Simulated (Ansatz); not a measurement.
One change: `[NH2][Al]([NH2])[OH]` becomes `[CH3][Al]([NH2])[NH2]`.

Ansatz, PBE0-D4/def2-TZVP geometries, multiplicity 1. Each molecule was computed in one conformer, which needn't be the lowest.

```tsv
property	`[NH2][Al]([NH2])[OH]`
HOMO–LUMO gap (B3LYP/def2-TZVPP) / eV	6.38
HOMO energy (PBE0/def2-TZVPP) / eV	-6.89
HOMO energy (ωB97M-V/def2-TZVPP) / eV	-9.28
HOMO energy (PBE/def2-TZVPP) / eV	-5.45
HOMO energy (B3LYP/def2-TZVPP) / eV	-6.63
HOMO–LUMO gap (PBE0/def2-TZVPP) / eV	6.97
```

**Question.** What does the change do to each property? (Best estimate.)

**Answer.** Computed: 
```csv
property,`[CH3][Al]([NH2])[NH2]`,shift
HOMO–LUMO gap (B3LYP/def2-TZVPP) / eV,6.53,0.15
HOMO energy (PBE0/def2-TZVPP) / eV,-6.75,0.14
HOMO energy (ωB97M-V/def2-TZVPP) / eV,-9.14,0.14
HOMO energy (PBE/def2-TZVPP) / eV,-5.34,0.11
HOMO energy (B3LYP/def2-TZVPP) / eV,-6.50,0.13
HOMO–LUMO gap (PBE0/def2-TZVPP) / eV,7.09,0.12
```

With PBE0 the HOMO rises by 0.14 eV and the LUMO rises by 0.27 eV, so the gap widens by about 0.13 eV. PBE moves the HOMO by 0.11 eV and ωB97M-V by 0.14 eV.

B3LYP here is the variant with VWN-RPA as its local correlation; programs differ in this.
